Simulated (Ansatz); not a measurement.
`C[O][AlH][SH]` → `[AlH2][SH]` + `C=O` at 400 K and 1 bar (β-hydride elimination).

Isolated molecules relaxed with PBE0-D4/def2-TZVP in Ansatz; ΔE leaves out vibrations. CCSD(T)/CBS is the MP2 limit (def2-TZVPP, def2-QZVPP) plus CCSD(T) − MP2 in def2-TZVPP, frozen cores. This one scheme is used for every species. Each species was taken in one conformer, which may not be the lowest.

```json
{"species": "`C[O][AlH][SH]`", "CCSD(T)/CBS energy (Eh)": "-756.10453", "H − E (kJ/mol)": "185.1", "S (J/(mol·K))": "380.1"}
{"species": "`[AlH2][SH]`", "CCSD(T)/CBS energy (Eh)": "-641.61836", "H − E (kJ/mol)": "79.4", "S (J/(mol·K))": "287.5"}
{"species": "`C=O`", "CCSD(T)/CBS energy (Eh)": "-114.39408", "H − E (kJ/mol)": "83.9", "S (J/(mol·K))": "229.4"}
```

H − E and S are ideal-gas, rigid-rotor, harmonic terms from PBE0-D4/def2-TZVP, for one conformer and one mirror image of each species. 1 Eh = 2625.50 kJ/mol, R = 8.31446 J/(mol·K).

Task: By hand: ΔE, ΔH, ΔS and ΔG.

Result: ΔE = (-641.61836) + (-114.39408) − (-756.10453) = 0.09209 Eh = 241.8 kJ/mol. Δ(H − E) = 79.4 + 83.9 − 185.1 = -21.8, so ΔH = 220.0 kJ/mol. ΔS = 287.5 + 229.4 − 380.1 = 136.8 J/(mol·K). ΔG = 220.0 − 400 × (136.8)/1000 = 165.3 kJ/mol.

Task: By hand: the equilibrium constant, and the temperature at which ΔG would vanish if ΔH and ΔS stayed fixed.

Result: log₁₀ K = −ΔG/(RT ln 10) = -21.6. ΔG = 0 at ΔH/ΔS = 1608 K.

The number of gas molecules changes by +1, which sets the sign of ΔS. A doubt of 5 kJ/mol in ΔE shifts log₁₀ K by 0.7 here. Other conformers and mirror images would add mixing entropy, several J/(mol·K) or more a flexible species. Modes under 60 cm⁻¹, often nearly free rotors, make the harmonic entropy too high. These are equilibria of isolated gas molecules and say nothing of rates. Largest T1 diagnostic: 0.015 (customary marks: 0.02 for closed shells, 0.045 for open ones).
